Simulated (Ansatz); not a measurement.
Zr₂Se₄, relaxed as a triplet with UKS PBE-D4/def2-SVP in Ansatz, starting from the PBE-D4/def2-SVP geometry of the neutral singlet. Force threshold 0.02 eV/Å.

In the def2 sets Zr takes a core potential; there is no spin–orbit coupling. The gap within one spin of the charge 0 triplet nearly closes, so an electron or hole may be smeared out by delocalisation error. At PBE-D4/def2-SVP a singlet of charge 0 lies 0.75 eV below the triplet, each at its own geometry. The structure comes from a short search, and lower isomers may exist.

Start:

```
atom    x (Å)    y (Å)    z (Å)
 Zr1  -0.0541   0.5036   0.7386
 Zr2   0.1392  -1.1237  -1.6531
 Se3  -0.5573  -2.1262   0.5347
 Se4  -1.4204   0.8342  -1.5491
 Se5  -0.2488   1.8236   2.6941
 Se6   2.1414   0.0884  -0.7651
```

(1) Estimate the energy that the relaxation releases and the steps that it takes.

(2) Does the start keep its bonding and symmetry?

(3) Predict the relaxed structure.

## Answers

(1) 8.9 kJ/mol, in 11 steps; 1.9 min on 4 threads of Arm Neoverse V2 on a shared host. The force fell under the threshold at step 6, but the optimiser went on. No frequencies were taken in this run, so the end may be a saddle point.

(2) By distances, no bond broke or formed. The bond that changes most is Zr1–Se5, from 2.37 to 2.47 Å (atoms count from 1). Point group Cs at the start, Cs at the end, both within 0.05 Å.

(3) 
```xyz
6

Zr   -0.015    0.421    0.701
Zr    0.148   -1.133   -1.667
Se   -0.602   -2.149    0.546
Se   -1.430    0.858   -1.503
Se   -0.267    1.870    2.688
Se    2.165    0.132   -0.764
```
Bond lengths (bridged metal pairs left out): 7 × Se–Zr 2.47 to 2.66 Å.
